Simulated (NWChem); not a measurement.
System: GeNH₅Te; SMILES N[Te][GeH3]

NWChem input:

```
start job
memory heap 200 mb stack 900 mb global 1100 mb
geometry units angstroms noautoz
  Te     0.101067     0.808011     0.738765
  N     -1.658909     1.189156    -0.299755
  H     -1.457958     1.881254    -1.021234
  H     -2.324459     1.610780     0.347723
  Ge    -0.061941    -1.679183     0.144434
  H      1.153015    -2.389512     0.773643
  H     -1.365608    -2.263370     0.714154
  H     -0.037121    -1.849278    -1.383921
end
basis spherical
  * library def2-svp
end
ecp
  Te library def2-ecp
end
dft
  xc m06-2x
  grid xcoarse
  iterations 150
  mulliken
end
task dft gradient
```

Parts of the log:

```
             Northwest Computational Chemistry Package (NWChem) 7.3.0
             --------------------------------------------------------

 CS  symmetry detected

                             Geometry "geometry" -> ""
                             -------------------------

 Output coordinates in angstroms (scale by  1.889725989 to convert to a.u.)

  No.       Tag          Charge          X              Y              Z
 ---- ---------------- ---------- -------------- -------------- --------------
    1 Te                  52.0000     0.31228947    -0.90650257     0.00000000
    2 N                    7.0000    -1.74927179    -1.17347820     0.00000000
    3 H                    1.0000    -1.99781963    -1.72452288     0.82128305
    4 H                    1.0000    -1.99781963    -1.72452288    -0.82128305
    5 Ge                  32.0000     0.00413999     1.63730930     0.00000000
    6 H                    1.0000     1.40682789     2.27688396     0.00000000
    7 H                    1.0000    -0.76890902     2.06537263    -1.25879587
    8 H                    1.0000    -0.76890902     2.06537263     1.25879587

 Effective nuclear repulsion energy (a.u.)     570.9544377804

      Symmetry information
      --------------------

 Group name             Cs
 Group number              2
 Group order               2
 No. of unique centers     6

                                 NWChem DFT Module
                                 -----------------

 Summary of "ao basis" -> "ao basis" (spherical)
 ------------------------------------------------------------------------------
       Tag                 Description            Shells   Functions and Types
 ---------------- ------------------------------  ------  ---------------------
 Te                         def2-svp                10       26   4s4p2d
 N                          def2-svp                 6       14   3s2p1d
 H                          def2-svp                 3        5   2s1p
 Ge                         def2-svp                12       32   5s4p3d

      Symmetry analysis of basis
      --------------------------

        a'         64
        a"         33

            General Information
            -------------------
          SCF calculation type: DFT
          Wavefunction type:  closed shell.
          No. of atoms     :     8
          No. of electrons :    68
           Alpha electrons :    34
            Beta electrons :    34
          Charge           :     0
          Spin multiplicity:     1
          Use of symmetry is: on ; symmetry adaption is: on
          Maximum number of iterations: 150
          AO basis - number of functions:    97
                     number of shells:    43
          Convergence on energy requested:  1.00D-06
          Convergence on density requested:  1.00D-05
          Convergence on gradient requested:  5.00D-04

              XC Information
              --------------
                       M06-2X Method XC Functional
                     Hartree-Fock (Exact) Exchange  0.540
                        M06-2X Exchange Functional  1.000
                      M06-2X Correlation Potential  1.000

             Grid Information
             ----------------
          Grid used for XC integration:  xcoarse
          Radial quadrature: Mura-Knowles
          Angular quadrature: Lebedev.
          Tag              B.-S. Rad. Rad. Pts. Rad. Cut. Ang. Pts.
          ---              ---------- --------- --------- ---------
          Te                  1.40       84           9.0       194
          N                   0.65       21          11.0       194
          H                   0.35       21          12.0       194
          Ge                  1.25       75          10.0       194
          Grid pruning is: on
          Number of quadrature shells:   243
          Spatial weights used:  Erf1

      Superposition of Atomic Density Guess
      -------------------------------------

 Sum of atomic energies:       -2443.00778540

      Non-variational initial energy
      ------------------------------

 Total energy =   -2399.611777
 1-e energy   =   -4058.846564
 2-e energy   =    1347.785733
 HOMO         =      -0.235723
 LUMO         =      -0.038197

      Symmetry analysis of molecular orbitals - initial
      -------------------------------------------------

  Numbering of irreducible representations:

     1 a'          2 a"

  Orbital symmetries:

     1 a'          2 a'          3 a'          4 a"          5 a'
     6 a'          7 a'          8 a'          9 a"         10 a'
    11 a'         12 a'         13 a'         14 a"         15 a'
    16 a'         17 a'         18 a"         19 a"         20 a"
    21 a'         22 a'         23 a'         24 a"         25 a'
    26 a'         27 a'         28 a"         29 a'         30 a"
    31 a'         32 a'         33 a'         34 a"         35 a'
    36 a'         37 a'         38 a"         39 a'         40 a'
    41 a"         42 a'         43 a'         44 a"

     ---------------------------------------------
      Total Density - Mulliken Population Analysis
     ---------------------------------------------

[...]

                         DFT ENERGY GRADIENTS

    atom               coordinates                        gradient
                 x          y          z           x          y          z
   1 Te      0.590142  -1.713041   0.000000   -0.002745   0.001400   0.000000
   2 N      -3.305644  -2.217552   0.000000   -0.000907  -0.002428   0.000000
   3 H      -3.775332  -3.258876   1.552000    0.001256   0.000700  -0.001152
   4 H      -3.775332  -3.258876  -1.552000    0.001256   0.000700   0.001152
   5 Ge      0.007823   3.094066   0.000000    0.001959  -0.005523   0.000000
   6 H       2.658519   4.302687   0.000000    0.002958   0.001967   0.000000
   7 H      -1.453027   3.902988  -2.378779   -0.001889   0.001592  -0.003131
   8 H      -1.453027   3.902988   2.378779   -0.001889   0.001592   0.003131
```

Level: M06-2X/def2-SVP with def2 effective core potentials on Te. The geometry was optimised at PBE0/def2-SVP. def2 effective core potentials on Te; no spin-orbit coupling.
